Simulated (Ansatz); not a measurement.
Ideal-gas functions of `O[B](F)[InH2]` at 800 K and 1 bar, from an Ansatz frequency run at PBE0-D4/def2-TZVP.

Molar mass 163.65 g/mol, point group Cs (symmetry number 1), electronic degeneracy 1, moments of inertia 52.505, 280.592, 324.445 u Å². Harmonic wavenumbers (cm⁻¹, unscaled): 53, 162, 246, 256, 490, 495, 561, 562, 628, 962, 1228, 1372, 1791, 1800, 3923.

Use S(trans) = R[1.5 ln M + 2.5 ln T − 1.1517]; rotational temperatures θ = 24.2544 K / I; S(rot) = R[ln(√π/σ · √(T³/θAθBθC)) + 1.5]; for each mode x = 1.438777 ν̃/T, S = R[x/(eˣ − 1) − ln(1 − e⁻ˣ)] and H = RT x/(eˣ − 1); 1 cm⁻¹ = 0.0119627 kJ/mol; R = 8.31446 J/(mol·K).

By hand: the entropy, in J/(mol·K).

Translation 192.9. Rotation: θ = 0.4619, 0.0864, 0.0748 K, giving 124.8. Vibration, mode by mode: 27.86, 18.60, 15.16, 14.84, 9.63, 9.55, 8.58, 8.57, 7.73, 4.72, 3.23, 2.64, 1.45, 1.43, 0.06, in all 134.1. Electronic 0.0. Sum 451.8 J/(mol·K).

By hand: H − E and G − E in kJ/mol, counted from the electronic energy.

Zero-point energy ½ × 14529 × 0.0119627 = 86.9; thermal vibration 49.8; translation, rotation and pV give 4 RT = 26.6. H − E = 163.3 kJ/mol, and G − E = 163.3 − 800 × 451.8/1000 = -198.1 kJ/mol.

Vibration gives 30 % of the entropy, 27.9 J/(mol·K) of it from the mode under 150 cm⁻¹: soft modes count most, and the harmonic formula is weakest for them. The sum counts one conformer and one mirror image; others add a mixing term.
